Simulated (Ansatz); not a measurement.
Geometry optimisation, RKS PBE-D4/def2-SVP in Ansatz.

Input:

```yaml
crystal:
  periodic: [false, false, false]
  atoms:
    - { symbol: Ge, position_ang: [-0.291283, 0.458942, -1.212846] }
    - { symbol: Br, position_ang: [1.278327, 1.677325, 0.107668] }
    - { symbol: H, position_ang: [0.354913, -0.889585, -1.583148] }
    - { symbol: H, position_ang: [-0.491736, 1.345187, -2.471445] }
    - { symbol: H, position_ang: [-1.599629, 0.346109, -0.40636] }
    - { symbol: H, position_ang: [1.180556, -0.768054, 1.490087] }
    - { symbol: S, position_ang: [0.097453, -1.572256, 1.677108] }
    - { symbol: H, position_ang: [-0.528601, -0.597667, 2.398936] }
basis:
  gaussian: { orbitals: def2-SVP }
hamiltonian:
  xc: pbe
  dispersion: d4
relax:
  f_tol: 0.03
  max_steps: 50
output:
  orbitals: {}
```

Run as:

```bash
$ ansatz run input.yaml --threads 2 --pin off --max-ram 3072MiB --backend cpu --events-out ev --progress --plain --runs-dir out
```

Question: Where does it end, and by what steps?

Answer: The run converged. The force dipped under the threshold on the way, but the program's further checks kept it going. After 5 steps the energy has fallen by 0.024 eV; S7 moved furthest, 0.18 Å.

| step | energy less start (eV) | largest force component (eV/Å) | accepted |
| --- | --- | --- | --- |
| 0 | 0.0000 | 0.352 | yes |
| 1 | -0.0206 | 0.195 | yes |
| 2 | -0.0228 | 0.121 | yes |
| 3 | -0.0234 | 0.052 | yes |
| 4 | -0.0237 | 0.017 | yes |
| 5 | -0.0242 | 0.021 | yes |

```xyz
8
Properties=species:S:1:pos:R:3
Ge -0.286 0.509 -1.263
Br 1.264 1.674 0.054
H 0.335 -0.862 -1.608
H -0.491 1.376 -2.531
H -1.593 0.385 -0.450
H 1.155 -0.773 1.515
S 0.157 -1.649 1.831
H -0.541 -0.660 2.451
```

Whether the end is a true minimum wasn't checked by a vibrational analysis.

Time of the run: 12 s on 2 threads of Arm Neoverse V1, on a shared host, peak memory 0.15 GiB.
